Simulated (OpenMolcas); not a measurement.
# V III: effect of the active space

```json
{
 "Program": "OpenMolcas 26.06",
 "Method": "SS-CASPT2 or its RAS form, IPEA 0.25 Eh, imaginary shift 0.1 Eh",
 "Basis": "ANO-RCC-VTZP",
 "Scalar Hamiltonian": "DKH2, point nucleus",
 "Spin-orbit coupling": "state interaction with AMFI integrals over the reference wave functions, term energies averaged over their components"
}
```

A. 3 electrons in 5 orbitals (3d); 2S+1 = 4 even, 10 roots; 2S+1 = 2 even, 40 roots; closed shells correlated: 3s 3p; CASPT2 step about 10 core-seconds
B. 3 electrons in 6 orbitals (3d 4s); 2S+1 = 4 even, 20 roots; 2S+1 = 2 even, 64 roots; closed shells correlated: 3s 3p; CASPT2 step of the order of 30 core-seconds
C. 9 electrons in 8 orbitals (RAS1 3p, at most 2 holes; RAS2 3d); 2S+1 = 4 even, 10 roots; 2S+1 = 2 even, 40 roots; closed shells correlated: 3s; CASPT2 step of the order of 40 core-seconds
D. 3 electrons in 9 orbitals (RAS2 3d 4s; RAS3 4p, at most 2 electrons); 2S+1 = 4 even, 20 roots; 2S+1 = 2 even, 65 roots kept (CI in the orbitals of an earlier block); 2S+1 = 4 odd, 30 roots; 2S+1 = 2 odd, 72 roots kept (CI in the orbitals of an earlier block); closed shells correlated: 3s 3p; CASPT2 step of the order of 4 core-minutes
E. 3 electrons in 10 orbitals (3d 4d); 2S+1 = 4 even, 10 roots; 2S+1 = 2 even, 40 roots; closed shells correlated: 3s 3p; CASPT2 step of the order of 6 core-minutes

Energies in cm-1 above 3d3 4F 3/2, the measured ground level; measured values from Sugar and Corliss, J. Phys. Chem. Ref. Data 7, 1191 (1978).

```
        Level      A      B      C      D      E  Measured
   3d3 4F 3/2    0.0    0.0    0.0    0.0    0.0       0.0
   3d3 4F 5/2    154    162    164    163    156       146
   3d3 4F 7/2    366    385    389    385    369       342
   3d3 4F 9/2    632    663    671    663    637       584
   3d3 2G 7/2  11840  12020  12220  12200  12140     11966
   3d3 2G 9/2  12070  12260  12460  12440  12380     12187
   3d3 4P 1/2  12080  11800  12100  11780  11890     11514
   3d3 4P 3/2  12150  11870  12170  11850  11960     11592
   3d3 4P 5/2  12320  12060  12370  12040  12150     11770
3d3 2D 3/2(1)  16180  16620  16880  16690  16800          
3d3 2D 5/2(1)  16640  16730  17040  16810  16950     16375
   3d3 2P 1/2  16660  15560  15720  15620  15660     15580
   3d3 2H 9/2  16810  17100  17210  17310  17250     16811
  3d3 2H 11/2  16990  17280  17400  17490  17450     16978
   3d3 2P 3/2  17040  15600  15780  15660  15720          
   3d3 2F 7/2  28360  28250  28500  28160  28490     27728
   3d3 2F 5/2  28450  28350  28610  28270  28580     27847
3d3 2D 5/2(2)  44160  43720  43670  43280  44350     42267
3d3 2D 3/2(2)  44270  43840  43820  43410  44450     42371
```

Deviations, from unrounded energies. A percentage is the sum of absolute deviations over the sum of measured energies, with the sign that they share, or ± where signs differ.

```
                        Against measurement  Levels     A      B      C      D     E
             mean absolute deviation (cm-1)      16   520    380    530    360   550
      fine structure of the ground term (%)       3  +7.6  +13.0  +14.3  +13.1  +8.5
other terms of the ground configuration (%)      13  ±3.1   ±2.2   +3.1   +2.1  +3.3
```

B, D lie about equally close to measurement and E furthest from it. The largest miss of D in the table is 3d3 2D 3/2(2), by +1000 cm-1. The ranking rests on the paired levels alone, and a cruder setting can come out closer through cancelling errors.

The two smallest mean deviations differ by little beside CASPT2's spread within terms, so their order carries little weight.

Among A to E the level of the table that moves most is 3d3 2P 3/2, by 1400 cm-1 (lowest in B, highest in A). Moves below CASPT2's spread within the term are not significant.

CASPT2 does not keep the components of a term degenerate, so their means are used; among the terms shown or strongly mixed into the levels shown the widest spread is 750 cm-1 (3d3 4F, A). The CASPT2 spread within a term exceeds the gap to the next term for 3d3 2P and 3d3 2H, so the order of their levels is uncertain (holds for A). Some levels mix across a computed gap that differs much from the measured one, so their mixing is not that of the real levels (holds for B; C; D; E). Active for correlation alone: 3p; no level in the range computed is led by a configuration that opens it, so any true level of that kind is missing (holds for C). Terms from blocks run as CI alone lack orbitals of their own (holds for D). Active for correlation alone: 4d; no level in the range computed is led by a configuration that fills it, so any true level of that kind is missing (holds for E). Computed and measured levels are paired by configuration, term and J; levels that our copy of the source lacks, or whose pairing is in doubt (as where it misses far off the trend of its configuration), stay unpaired and out of the deviations. Only configurations of the active space appear. Levels that lie high or do not pair safely by name in every column are left out.

A number in round brackets counts repeated terms of one configuration in the order of the reference energies.
